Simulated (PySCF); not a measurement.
Vertical excitations of a molecule C2H7AlFN from TDA-ωB97X/def2-SVPD (PySCF 2.14.0), as energy in eV (oscillator strength): 5.99 (0.041), 7.01 (0.139), 7.29 (0.017), 7.67 (0.005), 7.88 (0.222), 7.95 (0.033), 8.74 (0.016), 8.84 (0.066), 9.04 (0.012), 9.29 (0.033). Lowest triplet (TDA): 5.81 eV. Geometry: B3LYP-D3(BJ)/def2-SVP. One conformer was computed; it need not be the lowest.

Question: Which molecule gave these data?
A. C[N](C)[AlH][F]
B. C[CH2][Al]([NH2])[F]
C. C[NH][Al]([CH3])[F]

Answer: C, C[NH][Al]([CH3])[F]
